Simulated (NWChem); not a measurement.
# ZnH2; SMILES [ZnH2]

Computed with NWChem. Structure relaxed at the B3LYP/6-31G* (spherical d) level. Total energies compare along this basis series because the functional is fixed.

```csv
level,basis functions,energy (Ha),highest occupied level (eV),orbital gap (eV)
Hartree-Fock/cc-pVDZ,53,-1778.9679,-10.87,12.34
Hartree-Fock/aug-cc-pVDZ,77,-1778.9687,-10.87,11.57
Hartree-Fock/cc-pVTZ,96,-1778.9703,-10.88,12.34
Hartree-Fock/aug-cc-pVTZ,139,-1778.9706,-10.88,11.58
```
